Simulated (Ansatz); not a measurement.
Compare A (`NCS[SiH2]O`) with its isomer B (`OCN[SiH2]S`).

Gas-phase electronic energies from Ansatz, PBE0-D4/def2-TZVP geometries. CCSD(T)/CBS adds triple-zeta CCSD(T) − MP2 to the extrapolated MP2 energy (def2 sets, frozen cores). Functionals use def2-TZVPP. Each species was taken in one conformer, which may not be the lowest.

A:

Z-matrix (Å, degrees):
```
C
S 1 1.870
N 1 1.422 2 113.4
H 1 1.089 2 107.5 3 121.7
H 1 1.090 2 107.1 3 -121.6
Si 2 2.117 1 100.6 3 167.0
H 3 1.012 1 111.9 2 -59.7
H 3 1.011 1 112.0 2 62.1
O 6 1.647 2 114.0 1 67.3
H 6 1.485 2 104.7 1 -169.7
H 6 1.482 2 110.5 1 -49.0
H 9 0.959 6 116.7 2 56.1
```

B:

Z-matrix (Å, degrees):
```
C
N 1 1.438
O 1 1.405 2 114.2
H 1 1.092 2 110.4 3 118.7
H 1 1.099 2 107.7 3 -123.8
Si 2 1.711 1 121.7 3 86.3
H 2 1.009 1 113.2 3 -64.1
H 3 0.965 1 107.4 2 -59.2
S 6 2.164 2 113.3 1 -50.1
H 6 1.483 2 110.9 1 67.3
H 6 1.481 2 106.9 1 -169.8
H 9 1.342 6 94.2 2 106.8
```

Question: Which isomer does CCSD(T)/CBS put lower? Give the gap. (An estimate is asked.)

Answer: Computed: A, by 13.7 kcal/mol.

Question: Give E(B) − E(A) in kcal/mol with MP2/def2-TZVPP, ωB97M-V, CCSD(T)/def2-TZVPP, PBE-D4, CCSD/def2-TZVPP, HF/def2-TZVPP, PBE0-D4. (Estimate.)

Answer: The calculation gave: MP2/def2-TZVPP 14.1, ωB97M-V 12.6, CCSD(T)/def2-TZVPP 12.6, PBE-D4 13.4, CCSD/def2-TZVPP 12.4, HF/def2-TZVPP 12.8, PBE0-D4 12.9. None reverses the order clearly.

Largest T1 diagnostic: 0.011.
